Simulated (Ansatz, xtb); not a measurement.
System: sum formula LaClF₂, net charge 0, singlet state. SMILES: [F][La]([F])[Cl]
Structure (B3LYP-D3(BJ)/def2-TZVP (Ansatz, a first-principles code) minimum search):
```xyz
4

La     0.0357    -0.3086     0.0825
F      2.1314    -0.7822     0.0670
F     -0.9472    -0.6309     1.9657
Cl    -0.7467     1.7828    -1.3529
```

Harmonic wavenumbers from GFN2-xTB (xtb, at its own minimum), cm⁻¹: 84, 93, 98, 261, 310, 323.

Question: Give the harmonic wavenumbers at B3LYP-D3(BJ)/def2-TZVP (Ansatz, finite differences of forces, unscaled).

Answer: 49, 90, 122, 309, 519, 526 cm⁻¹. Zero-point energy 2.3 kcal/mol.

Question: From these and the geometry, give the ideal-gas thermochemistry at 298.15 K and 1 atm (rigid rotor, harmonic oscillator).

Answer: Point group Cs, rotational symmetry number 1. Rotational constants 3.801, 1.786, 1.267 GHz. S(trans) 41.96, S(rot) 28.02, S(vib) 14.18, S(elec, spin only) 0.00, S 84.2 cal/(mol K). H(298) - H(0) 4.32 kcal/mol; G - E(el) -18.5 kcal/mol.
